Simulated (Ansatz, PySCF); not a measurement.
The PySCF input:
```python
from pyscf import gto, scf, mp

mol = gto.M(
    atom='''
C    -0.61420000    1.11590000    0.56410000
C    -0.09010000    0.02020000   -0.36040000
C     1.35060000   -0.34120000   -0.00900000
N    -0.92020000   -1.16670000   -0.18850000
H     0.00310000    2.00670000    0.48570000
H    -0.60020000    0.76100000    1.59070000
H    -1.63700000    1.37810000    0.30330000
H    -0.11220000    0.39990000   -1.40170000
H     1.72360000   -1.11430000   -0.67700000
H     1.39180000   -0.71630000    1.00970000
H     1.99300000    0.53090000   -0.09460000
H    -0.60270000   -1.91270000   -0.79820000
H    -1.88540000   -0.96140000   -0.42410000
''',
    basis='6-311g**',
    charge=-1,
    spin=1,
    verbose=4,
)

mf = scf.UHF(mol)
mf.kernel()

pt = mp.MP2(mf, frozen=4)
pt.kernel()
print('E(MP2) = %.10f' % pt.e_tot)
```

Task: Convert this to an input for Ansatz (a quantum-chemistry and plane-wave program).

Result: Several could match; the one computed here: 
Ansatz 0.2 input:
```yaml
crystal:
  periodic: [false, false, false]
  atoms:
    - {symbol: C, position_ang: [-0.61420000, 1.11590000, 0.56410000]}
    - {symbol: C, position_ang: [-0.09010000, 0.02020000, -0.36040000]}
    - {symbol: C, position_ang: [1.35060000, -0.34120000, -0.00900000]}
    - {symbol: N, position_ang: [-0.92020000, -1.16670000, -0.18850000]}
    - {symbol: H, position_ang: [0.00310000, 2.00670000, 0.48570000]}
    - {symbol: H, position_ang: [-0.60020000, 0.76100000, 1.59070000]}
    - {symbol: H, position_ang: [-1.63700000, 1.37810000, 0.30330000]}
    - {symbol: H, position_ang: [-0.11220000, 0.39990000, -1.40170000]}
    - {symbol: H, position_ang: [1.72360000, -1.11430000, -0.67700000]}
    - {symbol: H, position_ang: [1.39180000, -0.71630000, 1.00970000]}
    - {symbol: H, position_ang: [1.99300000, 0.53090000, -0.09460000]}
    - {symbol: H, position_ang: [-0.60270000, -1.91270000, -0.79820000]}
    - {symbol: H, position_ang: [-1.88540000, -0.96140000, -0.42410000]}
basis:
  gaussian:
    orbitals: 6-311G__.json
total_charge: -1
magnetization: {spin_polarized: true, initial_magnetization: 1}
correlation: {method: mp2, electrons: outside_noble_gas}
accuracy: high
```
The basis file holds 6-311G** in the JSON format of the Basis Set Exchange.

Both were run: PySCF gave -173.868844 Eh and Ansatz -173.868843 Eh, 0.001 mEh apart.
